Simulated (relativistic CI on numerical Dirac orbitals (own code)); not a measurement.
**Transition arrays of Br¹⁶⁺**

Calculated at this level of theory: Dirac-Coulomb-Breit CI, KLI orbitals optimised for each configuration, model QED (radiative potential, 1s self-energy scaled to tabulated hydrogen-like ionisation energies), valence Slater integrals scaled by 0.9, whole transition arrays (own radial code, finite nucleus).

CI space (outside the closed core [Ne] 3s2): 3p6.3d, 3p6.4f, 3p5.3d2, 3p6.4p, 3p6.5f. Levels of other configurations are missing.

All E1 lines from the levels of 3p6.3d; mean and standard deviation are weighted by gf, and upper levels are sorted by their leading configuration.

```csv
Upper configuration,Lines,Σgf,Mean (eV),Mean (nm),σ (eV),Strongest line (nm)
3p6.4f,3,8.2,320.22,3.872,0.75,3.879
3p5.3d2,60,21.6,124.04,9.995,6.52,9.687
3p6.4p,3,0.4,251.72,4.925,0.74,4.919
3p6.5f,3,2.4,412.68,3.004,0.77,3.009
```

Σgf per state of the lower configuration in bins of 0.2 nm over the central range (centre: value): 2.9: 0.09, 3.1: 0.14, 3.9: 0.82, 4.9: 0.04, 9.5: 0.34, 9.7: 1.08, 10.3: 0.37, 10.7: 0.28.

Question: How do configuration mixing and the scaling of the Slater integrals move the arrays?

Answer: Slater scale 0.9, no configuration mixing: 3p6.4f 319.9 ± 0.8 eV (Σgf 7.3), 3p5.3d2 124.0 ± 6.4 eV (Σgf 22.0), 3p6.4p 251.6 ± 0.7 eV (Σgf 0.5), 3p6.5f 412.6 ± 0.8 eV (Σgf 2.0); Slater scale 1: 3p6.4f 320.3 ± 0.8 eV (Σgf 8.4), 3p5.3d2 126.8 ± 7.0 eV (Σgf 22.0), 3p6.4p 251.7 ± 0.7 eV (Σgf 0.3), 3p6.5f 412.7 ± 0.8 eV (Σgf 2.4); Slater scale 0.8: 3p6.4f 320.1 ± 0.8 eV (Σgf 8.1), 3p5.3d2 121.3 ± 6.0 eV (Σgf 21.2), 3p6.4p 251.7 ± 0.7 eV (Σgf 0.4), 3p6.5f 412.7 ± 0.8 eV (Σgf 2.3). With mixing, levels are counted to their leading configuration, so an array can shrink or vanish into another, and the sums then hold other lines.
